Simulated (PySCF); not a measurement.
Mg₂F₄ was optimised in PySCF in the def2-TZVP basis family (density fitting, no spin–orbit coupling) with several functionals.

One of them gave a singlet of D2h symmetry with a mean bond of 1.868 Å to Mg, wavenumbers 44, 92, 125, 133, 243, 247, 414, 435, 463, 473, 744, 767 cm⁻¹ and a HOMO–LUMO gap of 5.29 eV.

Problem. Which level of theory was it?
A. B3LYP
B. PBE0
C. PBE

Solution. C. That is PBE, with Mg–F 1.766 Å (×2), Mg–F 1.919 Å (×4). The others give PBE0 1.848 Å and 798 cm⁻¹ for the highest mode; B3LYP 1.854 Å and 791 cm⁻¹ for the highest mode.

The structures come from searches over a few start shapes, so lower isomers are not excluded.
